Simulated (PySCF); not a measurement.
A calculation to check before its numbers are used.

A geometry optimisation on Br3NbS, SMILES `[S]=[Nb]([Br])([Br])[Br]` (singlet state). Method: PBE0-D3(BJ)/def2-SVP geometry optimisation, gas phase, def2 core potentials past Kr (PySCF).

Driver input (Å, GFN2-xTB start):

```
{"job": {"xc": "PBE0", "basis": "def2-SVP", "d3": "d3bj", "grid": 1, "maxiter": 30, "shake": 0.03, "kind": "geom"}, "charge": 0, "multiplicity": 1}
Nb     0.0594    -0.0759    -0.0136
S     -0.0050    -0.0276     2.1671
Br     2.2354     0.0024    -0.7528
Br    -1.0583     2.0014    -0.7086
Br    -1.1568    -2.0109    -0.7541
```

Output:

```
step   0  E = -8175.78701152  max force = 0.046347
step   1  E = -8175.79397760  max force = 0.013698
step   2  E = -8175.79442296  max force = 0.003008
step   3  E = -8175.79445157  max force = 0.001254
step   4  E = -8175.79444917  max force = 0.000844
step   5  E = -8175.79445194  max force = 0.000522
step   6  E = -8175.79445324  max force = 0.000532
step   7  E = -8175.79445499  max force = 0.000541
step   8  E = -8175.79445674  max force = 0.000555
step   9  E = -8175.79445853  max force = 0.000573
step  10  E = -8175.79446037  max force = 0.000594
step  11  E = -8175.79446228  max force = 0.000616
step  12  E = -8175.79446424  max force = 0.000638
step  13  E = -8175.79446626  max force = 0.000661
step  14  E = -8175.79446834  max force = 0.000684
step  15  E = -8175.79447047  max force = 0.000707
step  16  E = -8175.79447265  max force = 0.000730
step  17  E = -8175.79447488  max force = 0.000753
step  18  E = -8175.79447715  max force = 0.000776
step  19  E = -8175.79447811  max force = 0.000784
step  20  E = -8175.79447852  max force = 0.000788
step  21  E = -8175.79447879  max force = 0.000790
step  22  E = -8175.79447906  max force = 0.000793
step  23  E = -8175.79447934  max force = 0.000795
step  24  E = -8175.79447962  max force = 0.000798
step  25  E = -8175.79447990  max force = 0.000800
step  26  E = -8175.79448018  max force = 0.000803
step  27  E = -8175.79448046  max force = 0.000805
step  28  E = -8175.79448075  max force = 0.000808
step  29  E = -8175.79448103  max force = 0.000810
step  30  E = -8175.79448133  max force = 0.000813
optimisation not converged
```

Energies are in Eh and forces in Eh/bohr.

**Question.** Can the results be trusted, and what went wrong?

**Answer.** Not as they stand: step limit reached with the energy nearly constant. After 31 gradient evaluations the largest force component was 0.00081 Eh/bohr against a threshold of 0.00045, and over the last 5 steps the energy changed by -0.001 kcal/mol in all, within a range of 0.001 kcal/mol, the last step by 0.000 kcal/mol. The energy rose in 1 of the 30 steps.

**Question.** How can it be mended?

**Answer.** Restart from the last geometry, if need be with a computed Hessian or a finer grid, and confirm the end point by frequencies.

Time: 7.4 min; peak memory 0.74 GiB. Hardware: one thread of an Intel Xeon Platinum 8488C (shared host).
